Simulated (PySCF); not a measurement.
# Working out the ionisation energy of Br¹⁷⁺

Br¹⁷⁺ [Ar] (1S) → Br¹⁸⁺ [Ne] 3s2 3p5 (2P). Computed with PySCF 2.14 in an even-tempered Gaussian basis (19 s from 1.5 bohr⁻², ratio 2.5; 12 p from 2 bohr⁻², ratio 2.5; 5 d from 11 bohr⁻², ratio 2.7; 4 f from 17 bohr⁻², ratio 2.7), with the spin-free X2C one-electron Hamiltonian (Gaussian nucleus). Frozen: 1s2; the 22 highest virtual orbitals dropped. Energies in hartree (1 hartree = 27.21139 eV):

```csv
part,Br¹⁷⁺ (lower),Br¹⁸⁺ (upper)
UHF,-2454.186257,-2427.778928
CCSD correlation,-0.621916,-0.591531
(T),-0.002557,-0.002516
```

**Question.** What does Hartree-Fock give?

**Answer.** (-2427.778928) − (-2454.186257) = 26.407329 hartree = 718.580 eV.

**Question.** What do CCSD and CCSD(T) give?

**Answer.** The CCSD correlation energies differ by 0.030385 hartree = 0.827 eV and the triples by 0.000041 hartree = 0.001 eV, so CCSD gives 719.407 eV and CCSD(T) 719.408 eV.

Reference: 716.3 ± 2.3 eV (semi-empirical (NIST evaluation); NIST Atomic Spectra Database, ionization energies), between the lowest levels; spin-orbit coupling is absent from the calculation.

What remains against the reference includes basis incompleteness, the frozen core and higher excitations.
